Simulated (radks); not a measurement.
Values are calculated unless marked as measured or tabulated.
The table gives one normalised radial function P(r) = r R(r) (large component) of Sr9+ in [Ar] 3d(3/2: 3, 5/2: 6) 4s2 (r in bohr). Code: a radial shooting solver on a logarithmic mesh with Libxc functionals. Model: Dirac Kohn-Sham, BLYP, spin-unpolarised, spherical densities, finite nucleus; Fermi nuclear charge, rms radius 4.224 fm.

| r | P |
|---|---|
| 0.001499 | 0.0035 |
| 0.001921 | 0.0056 |
| 0.002481 | 0.0093 |
| 0.003179 | 0.0150 |
| 0.004107 | 0.0244 |
| 0.005263 | 0.0391 |
| 0.006744 | 0.0621 |
| 0.008711 | 0.0993 |
| 0.01116 | 0.1550 |
| 0.01442 | 0.2422 |
| 0.01848 | 0.3671 |
| 0.02387 | 0.5519 |
| 0.03059 | 0.7975 |
| 0.03951 | 1.1261 |
| 0.05063 | 1.5073 |
| 0.06541 | 1.9263 |
| 0.08382 | 2.2829 |
| 0.1083 | 2.4911 |
| 0.1387 | 2.4363 |
| 0.1778 | 2.0898 |
| 0.2297 | 1.5029 |
| 0.2943 | 0.8888 |
| 0.3802 | 0.3967 |
| 0.4872 | 0.1319 |
| 0.6293 | 0.0281 |
| 0.8064 | 0.0038 |
| 1.042 | 0.0003 |
| 1.335 | 0.0000 |
| 1.724 | 0.0000 |
| 2.21 | 0.0000 |
| 2.854 | 0.0000 |
| 3.658 | 0.0000 |

Which n and l does it have? It may be an empty orbital.

Answer. n = 2, l = 1: the number of nodes gives n - l - 1 = 0, the rise at small r points to l (this Dirac orbital starts outside the nucleus as r^gamma with gamma = sqrt((l + 1)^2 - (Z/c)^2) = 1.98; the j = 3/2 orbital of l + 1 starts with the same power, but with a smaller coefficient, and then steepens), and the extent must fit the shell. The curve is that of 2p3/2; the two j differ most near the nucleus, where j = l - 1/2 has the larger amplitude, and in heavy atoms j = l - 1/2 is also the more compact. 2p3/2: eigenvalue -2074.6 eV, 0 radial nodes, <r> = 0.152 bohr, 90 % of the charge inside 0.247 bohr.
